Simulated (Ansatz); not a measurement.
Re₂O₆⁻, relaxed as a doublet with UKS PBE-D4/def2-SVPD in Ansatz, starting from the GFN1-xTB geometry. Force threshold 0.02 eV/Å.

In the def2 sets Re takes a core potential; there is no spin–orbit coupling. The relaxation made no stability test and no search for a lower SCF solution. No other spin state of charge -1 was run. The structure comes from a short search, and lower isomers may exist.

Start:

```tsv
atom	x (Å)	y (Å)	z (Å)
Re1	-0.448	-0.969	1.255
Re2	0.007	0.638	-0.873
O3	1.832	0.712	-1.098
O4	1.272	1.920	-1.204
O5	-1.711	-2.032	1.118
O6	-0.998	0.211	-2.123
O7	-0.836	0.737	0.716
O8	0.881	-1.217	2.209
```

| step | energy (eV) | largest force component (eV/Å) | SCF passes |
| --- | --- | --- | --- |
| 1 | -16529.9857 | 5.725 | 62 |
| 2 | -16531.1892 | 2.020 | 43 |
| 3 | -16531.3110 | 1.598 | 55 |
| 4 | -16531.4828 | 0.816 | 46 |
| 5 | -16531.5017 | 0.339 | 41 |
| 6 | -16531.5183 | 0.194 | 41 |
| 7 (rejected) | -16531.5175 | 0.873 | 41 |
| 8 | -16531.5383 | 0.202 | 39 |
| 9 | -16531.5461 | 0.315 | 39 |
| 10 | -16531.5505 | 0.066 | 43 |
| 11 (rejected) | -16531.5474 | 0.173 | 33 |
| 12 | -16531.5510 | 0.010 | 35 |

Force components are those of the run's own axes.

End:

Cartesian coordinates in Å:
```
Re -0.3907 -0.9485 1.1611
Re -0.0962 0.7324 -0.8969
O 1.8714 0.5637 -0.8077
O 1.4281 1.8683 -1.3208
O -1.6159 -2.1643 1.0419
O -1.1782 0.2080 -2.1286
O -0.9893 0.9149 0.7479
O 0.9708 -1.1746 2.2031
```

By distances, no bond broke or formed. The bond that changes most is Re1–O7, from 1.83 to 2.00 Å (atoms count from 1). The end is the same structure that another start reached.

No frequencies were taken in this run, so the end may be a saddle point.

Run time 56 s (4 threads of Arm Neoverse V2 on a shared host).
